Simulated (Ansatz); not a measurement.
FGaH2 (SMILES [F][GaH2]) moved off its minimum; all values from Ansatz (a first-principles code), cores frozen in correlated methods.
(charge 0, multiplicity 1)
```xyz
4

Ga    -0.2020    -0.3343     0.1183
H      0.6097    -0.9937     1.1374
H     -1.5511    -0.6722    -0.6496
F      0.7852     1.1544    -0.4903
```

Forces at r2SCAN/def2-TZVPP (eV/Å):

```json
[
 {"atom": "Ga1", "Fx": "0.136", "Fy": "2.081", "Fz": "-2.106"},
 {"atom": "H2", "Fx": "0.709", "Fy": "-0.705", "Fz": "1.165"},
 {"atom": "H3", "Fx": "0.522", "Fy": "0.320", "Fz": "0.309"},
 {"atom": "F4", "Fx": "-1.367", "Fy": "-1.696", "Fz": "0.632"}
]
```

Task: Give the forces (eV/Å), the total energy and the dipole at CCSD(T)/aug-cc-pVTZ.

Result: 
```json
[
 {"atom": "Ga1", "Fx": "0.073", "Fy": "2.263", "Fz": "-2.245"},
 {"atom": "H2", "Fx": "0.940", "Fy": "-0.985", "Fz": "1.528"},
 {"atom": "H3", "Fx": "0.213", "Fy": "0.195", "Fz": "0.174"},
 {"atom": "F4", "Fx": "-1.226", "Fy": "-1.473", "Fz": "0.543"}
]
```
Energy -2024.3222 hartree, dipole 3.13 D.
